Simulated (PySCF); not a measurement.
# Excited states of Cl⁵⁺ (chlorine, charge +5)

Ground state [Ne] 3s2, ¹S. All numbers are calculated (PySCF 2.14, no relativity, point nucleus, in aug-cc-pV(T+d)Z with one added diffuse shell each of s, p, d, f type (7s6p5d3f, 71 functions)). Vertical excitation energies in eV without spin-orbit coupling; excited terms of each kind are numbered among those the solver found.

```json
{"term": "1 3P°", "leading excitation": "3s → p", "TDA-TPSSh": "11.380", "TD-TPSSh": "10.870", "TDA-wB97X": "12.105", "TD-wB97X": "11.833"}
{"term": "1 1P°", "leading excitation": "3s → p", "TDA-TPSSh": "18.542", "TD-TPSSh": "18.010", "TDA-wB97X": "19.042", "TD-wB97X": "18.388"}
{"term": "1 3D", "leading excitation": "3s → d", "TDA-TPSSh": "32.743", "TD-TPSSh": "32.573", "TDA-wB97X": "33.611", "TD-wB97X": "33.537"}
{"term": "1 1D", "leading excitation": "3s → d", "TDA-TPSSh": "35.440", "TD-TPSSh": "35.433", "TDA-wB97X": "35.947", "TD-wB97X": "35.940"}
{"term": "1 3S", "leading excitation": "3s → s", "TDA-TPSSh": "50.120", "TD-TPSSh": "50.113", "TDA-wB97X": "49.957", "TD-wB97X": "49.949"}
{"term": "1 1S", "leading excitation": "3s → s", "TDA-TPSSh": "51.170", "TD-TPSSh": "51.148", "TDA-wB97X": "51.178", "TD-wB97X": "51.156"}
{"term": "2 3P°", "leading excitation": "3s → p", "TDA-TPSSh": "55.208", "TD-TPSSh": "55.196", "TDA-wB97X": "54.780", "TD-wB97X": "54.765"}
{"term": "2 1P°", "leading excitation": "3s → p", "TDA-TPSSh": "55.488", "TD-TPSSh": "55.464", "TDA-wB97X": "55.457", "TD-wB97X": "55.427"}
{"term": "2 3D", "leading excitation": "3s → d", "TDA-TPSSh": "62.174", "TD-TPSSh": "62.162", "TDA-wB97X": "61.572", "TD-wB97X": "61.560"}
{"term": "2 1D", "leading excitation": "3s → d", "TDA-TPSSh": "62.312", "TD-TPSSh": "62.309", "TDA-wB97X": "62.166", "TD-wB97X": "62.160"}
{"term": "1 3F°", "leading excitation": "3s → f", "TDA-TPSSh": "64.207", "TD-TPSSh": "64.191", "TDA-wB97X": "64.277", "TD-wB97X": "64.272"}
{"term": "1 1F°", "leading excitation": "3s → f", "TDA-TPSSh": "64.215", "TD-TPSSh": "64.204", "TDA-wB97X": "64.376", "TD-wB97X": "64.369"}
```

Oscillator strength of the first ¹S → ¹P° line: TDA-TPSSh 1.62, TD-TPSSh 1.27, TDA-wB97X 1.66, TD-wB97X 1.25.

Doubly excited terms such as np² are absent. The solver can miss terms.
